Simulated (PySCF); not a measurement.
## Electron correlation in Zn⁺ (zinc, charge +1)

[Ar] 3d10 4s1, 2S determinant. All numbers are calculated (PySCF 2.14, scalar relativity by spin-free X2C-1e, in x2c-TZVPall (6s5p4d1f, 48 functions)). Frozen: [Ar]; 11 electrons correlated.

MP2 pair energies summed by pair of shells (mhartree):

```
 pair   energy  share (%)
3d-3d  -349.91       94.6
3d-4s   -20.00        5.4
```

Total MP2 correlation energy: -369.92 mhartree.

Same-spin part -138.34 and opposite-spin part -231.58 mhartree; SCS-MP2 scales them by 1/3 and 6/5 to -324.00 mhartree.

```json
{"level": "CCSD", "correlation energy (mhartree)": "-335.34"}
{"level": "(T)", "correlation energy (mhartree)": "-6.27"}
{"level": "CCSD(T)", "correlation energy (mhartree)": "-341.61"}
```

Diagnostics: T1 = 0.011, D1 = 0.0251, largest double amplitude 0.018.

Cost of the coupled-cluster step: 2 s of wall time on 1 thread of Neoverse-V1 (shared host), for 11 correlated electrons.
